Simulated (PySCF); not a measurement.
# Polarisability and C₆ of Ti⁴⁺ (titanium, charge +4)

[Ar], closed-shell 1S. Calculation: PySCF 2.14, in an even-tempered Gaussian basis (20 s from 0.13 bohr⁻², ratio 2.5; 13 p from 0.17 bohr⁻², ratio 2.5; 5 d from 2.3 bohr⁻², ratio 2.7; 5 f from 3.5 bohr⁻², ratio 2.7); the spin-free X2C one-electron Hamiltonian (Gaussian nucleus). Coupled (time-dependent) response in atomic units; α is the mean over directions.

```json
{"method": "UHF", "mean α (bohr³)": "0.6755", "C₆ (like pair)": "0.9844", "S(−4)": "0.1050"}
{"method": "PBE0", "mean α (bohr³)": "0.6857", "C₆ (like pair)": "0.9958", "S(−4)": "0.1108"}
```

S(−4) is the Cauchy moment in α(ω) = α(0) + S(−4) ω² + …

α(iu) at PBE0:

```
u (hartree)  α(iu) (bohr³)
          0         0.6856
      0.300         0.6758
      0.600         0.6483
       1.20         0.5601
       1.80         0.4617
       2.40         0.3760
       3.00         0.3084
       4.50         0.2014
       6.00         0.1447
       9.00        0.08899
       15.0        0.04587
```

For an ion, C₆ is the dispersion term alone; charge-induced terms of lower order in 1/R come first.
